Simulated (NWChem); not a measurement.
Molecule: AlH$_{2}$Cl; SMILES [AlH2][Cl]

Program: NWChem. Medium grid unless said otherwise, to which SCAN and Minnesota functionals are sensitive. Coordinates come from a PBE-D3(BJ)/def2-SVP optimisation. Total energies of different functionals are on different scales.

```tsv
level	energy (Ha)	highest occupied level (eV)	orbital gap (eV)	dipole (D)
B3LYP/def2-TZVP	-703.9447	-8.36	6.47	1.30
PBE/def2-TZVP	-703.5681	-7.27	4.83	1.21
MN15/def2-TZVP	-703.7108	-9.27	7.92	1.27
BP86/def2-TZVP	-703.9668	-7.39	4.89	1.22
PW6B95/def2-TZVP	-704.4892	-8.65	6.97	1.31
BHandHLYP/def2-TZVP	-703.9059	-9.80	8.88	1.41
MPW1K/def2-TZVP	-703.9301	-9.55	8.41	1.40
RPBE/def2-TZVP	-703.8339	-7.25	4.89	1.18
M06-L/def2-TZVP	-703.8935	-7.57	5.70	1.39
BLYP/def2-TZVP	-703.8996	-7.16	4.83	1.20
```
